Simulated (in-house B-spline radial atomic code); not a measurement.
A calculation on Al: its settings, and results tabulated from the run. Computed with a radial B-spline atomic code at the basis-set limit: scalar-relativistic (X2C) r2SCAN0, spin-polarised, spherical fractional occupations, Fermi nucleus of rms radius 3.061 fm.

Command:
```bash
python run_scf.py task.json out
```
Settings (nuclear radius in fm, mass in u):
```
Z                13
configuration    [Ne] 3s2 3p1
hamiltonian      x2c
method           r2scan0
spin_polarised   True
nucleus          fermi
rms_radius       3.061
atomic_mass      26.98154
speed_of_light   137.035999084
```

Output (hartree, bohr):
```
 radial grid: 79 intervals, B-splines of order 8, outer radius 50 bohr

 iter        energy (Eh)    residual
    1        -242.745197    2.57e-02
    2        -242.748083    1.26e-03
    3        -242.748106    5.55e-04
    4        -242.748111    3.12e-04
    5        -242.748113    6.09e-05
    6        -242.748114    2.05e-05
    7        -242.748114    8.31e-06
    8        -242.748114    8.02e-07
    9        -242.748114    1.55e-07

 total energy                      -242.74811
 kinetic                             243.2515
 electron-nucleus                   -580.4838
 Hartree                             113.0293
 exact exchange                       -4.5073
 exchange-correlation                -14.0377

 orbital      occ     eigenvalue          <r>       <r^2>       <1/r>       r_max
 1s up      1.000       -56.5816     0.119957   0.0194026     12.6812     0.07823
 1s down    1.000       -56.5794     0.119951   0.0194006     12.6816     0.07823
 2s up      1.000        -4.3217     0.621891    0.463014     2.35676      0.4953
 2s down    1.000        -4.3198     0.622012    0.463129     2.35594      0.4954
 2p up      3.000        -2.7881     0.601242    0.458383     2.21077        0.43
 2p down    3.000        -2.7844     0.601477    0.458623     2.20976      0.4302
 3s up      1.000        -0.3445      2.58497     7.79273    0.514429       2.105
 3s down    1.000        -0.3076       2.5396     7.51669    0.524719       2.071
 3p up      1.000        -0.1055      3.49071     14.5897    0.377783       2.706

 Slater integrals (Eh)
   F0(3s up,3s up)               0.350049
   F0(3s up,3s down)             0.353123
   F0(3s up,3p up)               0.295747
   G1(3s up,3p up)               0.183309
   F0(3s down,3s down)           0.356281
   F0(3s down,3p up)             0.297586
   F0(3p up,3p up)               0.260568
   F2(3p up,3p up)               0.129720
```

Time taken, with all properties: 0.4 s on 1 thread of Intel(R) Xeon(R) Platinum 8488C (shared host).

Caution: exact exchange at fractional occupations of open shells leaves self-interaction of up to several eV.
